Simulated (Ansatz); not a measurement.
Mulliken charges of BH$_{5}$NSb, SMILES `N[BH][SbH2]` from r2SCAN/def2-TZVPP in Ansatz (PBE0-D4/def2-TZVP geometry).

```
atom   x (Å)   y (Å)   z (Å)  charge (e)
  N1  -0.907   0.818  -0.607      -0.282
  B2   0.383   0.615  -0.153      -0.088
 Sb3   1.243  -1.447   0.112       0.255
  H4  -1.564   0.075  -0.777       0.183
  H5  -1.287   1.736  -0.775       0.183
  H6   1.082   1.568   0.041      -0.018
  H7   1.427  -1.227   1.795      -0.102
  H8  -0.285  -2.196   0.308      -0.130
```

Question: By hand: the dipole of these point charges (1 e Å = 4.8032 D).

Answer: Σ q r = (-0.111, 0.060, -0.295) e Å, of length 0.321 e Å = 1.54 D.

Question: How does the dipole of the full density compare? (An estimate is asked.)

Answer: Computed: (-0.419, 0.272, -0.190) e Å, 2.57 D; the point charges give 0.60 times that, at 46° from its direction.

Point charges leave out the atoms' own dipoles, such as those of lone pairs, and Mulliken's split depends on the basis, so the two needn't agree.
